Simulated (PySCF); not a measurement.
Zn(Cl)(Me) (CH3ClZn), SMILES [CH3][Zn][Cl].

Coordinates come from a B3LYP-D3(BJ)/def2-TZVP optimisation.

Level of theory: M06-2X/def2-TZVPD (PySCF).

Symmetry labels are those of the subgroup Cs that the program uses (full group C3v).

Computed valence orbital energies around the gap with their symmetry:
| orbital | symmetry | energy (eV) |
|---|---|---|
| HOMO−7 | A" | -18.14 |
| HOMO−6 | A' | -17.83 |
| HOMO−5 | A" | -12.72 |
| HOMO−4 | A' | -12.72 |
| HOMO−3 | A' | -11.55 |
| HOMO−2 | A" | -10.02 |
| HOMO−1 | A' | -10.02 |
| HOMO | A' | -9.58 |
| LUMO | A' | -0.22 |
| LUMO+1 | A" | -0.08 |
| LUMO+2 | A' | -0.08 |
| LUMO+3 | A' | 0.47 |
